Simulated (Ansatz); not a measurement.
Basis sets compared for KNa4⁺. Charge 1, multiplicity 1. Geometry PBE/def2-SVP. Ansatz on 4 threads of Arm Neoverse V2 on a shared host; times are rough, and most runs start from earlier orbitals.

| atom | x (Å) | y (Å) | z (Å) |
| --- | --- | --- | --- |
| Na1 | 2.935 | -0.658 | 2.833 |
| Na2 | 3.041 | -2.738 | 0.358 |
| Na3 | -3.884 | 0.359 | -1.231 |
| Na4 | -2.126 | 2.975 | -1.963 |
| K5 | 0.033 | 0.061 | 0.003 |

The restricted singlet is unstable towards broken spin symmetry in Hartree–Fock (as tested in another run); at PBE/def2-SVP, PBE/def2-TZVP, PBE0/def2-SVP, PBE0/def2-TZVP this wasn't settled. Another isomer (singlet) lies 0.09 eV lower at PBE0/def2-TZVP; other spin states weren't run for this one.

```tsv
level	functions	energy (Eh)	HOMO (eV)	LUMO (eV)	wall time
PBE/def2-SVP	84	-1247.9660	-6.10	-4.64	1.1 s
PBE0/def2-SVP	84	-1248.0732	-6.53	-4.13	1.8 s
```

(1) Estimate the rows for PBE/def2-TZVP (with forces), PBE0/def2-TZVP.

Answers

(1) 
| level | functions | energy (Eh) | HOMO (eV) | LUMO (eV) | wall time |
| --- | --- | --- | --- | --- | --- |
| PBE/def2-TZVP (with forces) | 161 | -1248.2837 | -6.14 | -4.71 | 1.9 s |
| PBE0/def2-TZVP | 161 | -1248.3873 | -6.57 | -4.18 | 2.5 s |
